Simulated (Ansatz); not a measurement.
**A ladder of methods for AlCl2F (SMILES [F][Al]([Cl])[Cl])**

The species is AlCl2F (4 atoms), meant as a singlet with charge 0. As SMILES, `[F][Al]([Cl])[Cl]`. Geometry: relaxed at PBE0-D4/def2-TZVP. The run starts from this shape.

| atom | x (Å) | y (Å) | z (Å) |
| --- | --- | --- | --- |
| F | 0.0874 | 0.3882 | 1.6824 |
| Al | 0.0048 | 0.0215 | 0.0936 |
| Cl | 1.2230 | -1.4637 | -0.6634 |
| Cl | -1.3153 | 1.0539 | -1.1125 |

Each level gives the adiabatic ionisation energy (to the doublet cation, no zero-point term) (eV). The values are calculated.

```
                             level                 kind  program  value (eV)  CPU time (all runs)
                         HF/STO-3G         Hartree–Fock   Ansatz        8.22                 12 s
                          HF/3-21G         Hartree–Fock   Ansatz       11.16                 18 s
   HF/6-31G* (Cartesian functions)         Hartree–Fock   Ansatz       10.97                 34 s
                      PBE/def2-SVP                  GGA   Ansatz       11.10                 57 s
B3LYP/6-31G* (Cartesian functions)        global hybrid   Ansatz       11.49                 65 s
  MP2/6-31G* (Cartesian functions)  perturbation theory   Ansatz       11.65                 63 s
```

The values span 8.22 to 11.65 eV. The second state's dipole differs much between rows, so they may not all be the same state. Without the sets that lack polarisation functions the rows with a basis span only 10.97 to 11.65 eV. Times are those of the runs behind each value, whatever else they computed, on shared processors of several kinds: orders of magnitude only.
